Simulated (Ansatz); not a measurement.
CH3F2InSi, 8 atoms. Charge 0, multiplicity 1. Correlated methods include outer-core shells of In, which these sets cover unevenly. In takes the def2 core potential. The bonds changed during the relaxation, so this is another structure than the one it started from. All runs use 4 threads of an Intel Xeon 6975P-C on a shared host. Correlated methods freeze the cores.

Q: Give the basis size and wall time and peak host memory of each of these runs in Ansatz. RKS PBE0-D4/def2-SVP energy; RKS ωB97M-V/def2-SVP energy; RKS ωB97M-V/def2-QZVPP energy; direct RPA on PBE orbitals/def2-TZVPP energy; RHF-MP2/def2-QZVPP energy; RKS ωB97M-V/def2-TZVPP energy and forces; RKS BHLYP-D4/def2-TZVPP energy; RKS B97M-V/def2-TZVPP energy; RKS PBE0-D4/def2-TZVP relaxation (11 steps); RKS PBE0-D4/def2-TZVP frequencies; RKS PBE0-D4/def2-QZVPP energy; RKS B3LYP-D4/def2-TZVPP energy and forces. (An estimate is asked.)

A: Ansatz gave: Other jobs shared the machine, so times are rough.

| level | job | functions | wall time | peak host memory (GiB) |
| --- | --- | --- | --- | --- |
| RKS PBE0-D4/def2-SVP | energy | 101 | 0.7 s | 0.42 |
| RKS BHLYP-D4/def2-TZVPP | energy | 227 | 1.7 s | 0.64 |
| RKS ωB97M-V/def2-SVP | energy | 101 | 2.4 s | 0.42 |
| RKS B3LYP-D4/def2-TZVPP | energy and forces | 227 | 2.5 s | 0.67 |
| direct RPA on PBE orbitals/def2-TZVPP | energy | 227 | 3 s | 0.63 |
| RKS B97M-V/def2-TZVPP | energy | 227 | 3.4 s | 0.41 |
| RKS PBE0-D4/def2-QZVPP | energy | 413 | 4 s | 1.5 |
| RKS ωB97M-V/def2-TZVPP | energy and forces | 227 | 5.5 s | 0.86 |
| RKS ωB97M-V/def2-QZVPP | energy | 413 | 9.5 s | 1.8 |
| RHF-MP2/def2-QZVPP | energy | 413 | 11 s | 2.2 |
| RKS PBE0-D4/def2-TZVP | relaxation (11 steps) | 198 | 22 s | 0.58 |
| RKS PBE0-D4/def2-TZVP | frequencies | 198 | 71 s | 0.6 |

B3LYP here is the variant with VWN-RPA as its local correlation; programs differ in this.
